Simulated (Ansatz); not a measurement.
Basis sets compared for Na₁₄Cl₁₄ (relaxed from a model of (NaCl)14 cage of four- and six-membered rings, whose bonding it doesn't keep). The state is a singlet with charge 0. Geometry r2SCAN-D4/def2-SVP. Ansatz on 4 threads of AMD EPYC 7R13 on a shared host and a share (37 GiB) of an NVIDIA H100 80GB HBM3; times are rough, and most runs start from earlier orbitals.

```xyz
28

Cl   -3.373   -4.389    2.098
Cl   -3.336   -3.461   -1.733
Cl   -5.452   -0.309   -0.613
Cl   -2.068   -0.874    1.145
Cl    1.055   -1.687    3.036
Cl    0.053   -4.098    0.095
Cl   -2.134    0.091   -2.733
Cl   -1.075    2.612    0.151
Cl    0.860    3.826   -3.071
Cl    2.300    5.828   -0.031
Cl    2.636    1.726    2.244
Cl    4.521   -1.617    1.167
Cl    1.317   -0.443   -0.872
Cl    4.711    2.853   -0.907
Na   -4.290   -2.350    0.648
Na   -2.305   -5.216   -0.108
Na   -4.353   -1.283   -2.743
Na   -3.174    1.027   -0.368
Na   -1.111   -3.050    2.378
Na    2.129   -2.575    0.669
Na   -1.052   -1.926   -1.204
Na   -0.002    1.534   -2.169
Na    0.045    4.784   -0.762
Na    0.239    0.562    1.513
Na    3.390   -0.579    3.248
Na    3.550    3.923    1.188
Na    3.186    4.520   -2.175
Na    3.736    0.569   -0.091
```

Single mean-field runs in def2-SVP, def2-TZVP are fitted with def2-universal-jkfit.

```json
{"level": "HF/STO-3G", "functions": "252", "energy (Eh)": "-8604.7753", "HOMO (eV)": "-7.68", "LUMO (eV)": "12.26", "wall time": "4.1 s"}
{"level": "PBE-D4/def2-SVP", "functions": "462", "energy (Eh)": "-8709.7600", "HOMO (eV)": "-6.41", "LUMO (eV)": "-1.46", "wall time": "6 s"}
{"level": "PBE0-D4/def2-SVP", "functions": "462", "energy (Eh)": "-8710.5554", "HOMO (eV)": "-7.78", "LUMO (eV)": "-0.84", "wall time": "7.5 s"}
```

(1) Estimate the rows for HF/def2-TZVP, PBE-D4/def2-TZVP (with forces), PBE0-D4/def2-TZVP.

## Answers

(1) 
| level | functions | energy (Eh) | HOMO (eV) | LUMO (eV) | wall time |
| --- | --- | --- | --- | --- | --- |
| HF/def2-TZVP | 966 | -8701.0418 | -11.10 | 0.53 | 11 s |
| PBE-D4/def2-TZVP (with forces) | 966 | -8712.7101 | -6.55 | -1.53 | 8.5 s |
| PBE0-D4/def2-TZVP | 966 | -8713.4639 | -7.90 | -0.92 | 11 s |
